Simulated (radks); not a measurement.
Values are calculated unless marked as measured or tabulated.
Ionisation of W+, [Xe] 4f14 5d4 6s1, to W2+, [Xe] 4f14 5d4, under several functionals. Scalar-relativistic Kohn-Sham, spin-unpolarised, spherical densities, finite nucleus; a radial shooting solver on a logarithmic mesh with Libxc functionals.

\begin{tabular}{lrrrrrr}
functional & E(W+) (hartree) & Exc (hartree) & IE (eV) & -e(HOMO) (eV) & <r> HOMO (bohr) & IE error (eV) \\ \hline
OLYP & -16145.4694 & -328.5093 & 15.282 & 11.567 & 1.947 & -1.088 \\
RPBE & -16140.1521 & -322.9610 & 15.524 & 11.646 & 1.963 & -0.846 \\
TASK exchange with Perdew-Wang LDA correlation & -16139.2345 & -320.3351 & 14.660 & 11.475 & 1.926 & -1.710 \\
BP86 & -16141.6521 & -324.4535 & 15.865 & 11.892 & 1.967 & -0.505 \\
AM05 & -16130.6120 & -313.4336 & 15.637 & 11.742 & 1.961 & -0.733 \\
LDA (Slater exchange, Perdew-Zunger correlation) & -16130.2506 & -313.0643 & 16.022 & 11.999 & 1.965 & -0.348 \\
MS2 meta-GGA & -16139.1550 & -321.4080 & 15.604 & 11.726 & 1.964 & -0.766 \\
HCTH/407 & -16149.1393 & -332.3485 & 15.642 & 11.928 & 1.944 & -0.728 \\
\end{tabular}

NIST Atomic Spectra Database: 16.4 eV (semi-empirical). Closest: LDA (Slater exchange, Perdew-Zunger correlation). The Delta-SCF values span 1.36 eV, the total energies 18.89 hartree. The highest occupied level is 5d. Spin polarisation and multiplet splitting are left out, so open shells lie too high by an amount that depends on their filling. Spin-orbit splitting is averaged out at the scalar-relativistic level.

Beside tabulated values, note that spin-unpolarised runs miss the spin-polarisation part of the exchange energy of open shells.
